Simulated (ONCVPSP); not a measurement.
# An all-electron radial function and its pseudo partner (Au)

Columns: radius, all-electron u(r) and pseudo u(r) of the 5d shell (level -40.55 eV) of gold in the configuration [Kr] 4d10 4f14 5s2 5p6 5d8; revPBE, scalar-relativistic, ONCV scheme, ONCVPSP 4.0.1.

| r (bohr) | all-electron | pseudo |
| --- | --- | --- |
| 0.124 | 0.2834 | 0.0040 |
| 0.248 | -0.2578 | 0.0304 |
| 0.372 | -0.4440 | 0.0954 |
| 0.496 | -0.1900 | 0.2040 |
| 0.620 | 0.1845 | 0.3493 |
| 0.744 | 0.5096 | 0.5140 |
| 0.868 | 0.7367 | 0.6757 |
| 0.992 | 0.8685 | 0.8120 |
| 1.116 | 0.9250 | 0.9063 |
| 1.240 | 0.9281 | 0.9506 |
| 1.364 | 0.8961 | 0.9463 |
| 1.488 | 0.8427 | 0.9023 |
| 1.612 | 0.7776 | 0.8316 |
| 1.736 | 0.7074 | 0.7475 |
| 1.860 | 0.6364 | 0.6610 |
| 1.984 | 0.5675 | 0.5796 |
| 2.108 | 0.5025 | 0.5068 |
| 2.232 | 0.4423 | 0.4432 |
| 2.356 | 0.3874 | 0.3875 |
| 2.480 | 0.3380 | 0.3380 |
| 2.604 | 0.2938 | 0.2938 |
| 2.728 | 0.2547 | 0.2547 |
| 2.852 | 0.2203 | 0.2203 |
| 2.976 | 0.1900 | 0.1900 |
| 3.100 | 0.1635 | 0.1635 |
| 3.224 | 0.1405 | 0.1405 |

Question: How many radial nodes do the two functions have?

Answer: The all-electron 5d function has n − l − 1 = 2; the pseudo-wave has 0, since the states of the same l below it are removed with the core.

Question: At about which radius was the pseudo-wave matched?

Answer: 2.48 bohr, where the columns begin to agree (steps of 0.12 bohr).

Question: Is the pseudo-wave norm-conserving?

Answer: Yes: the ONCV scheme keeps the norm inside the radius equal to the all-electron one, which fixes the energy derivative of the logarithmic derivative at the level.
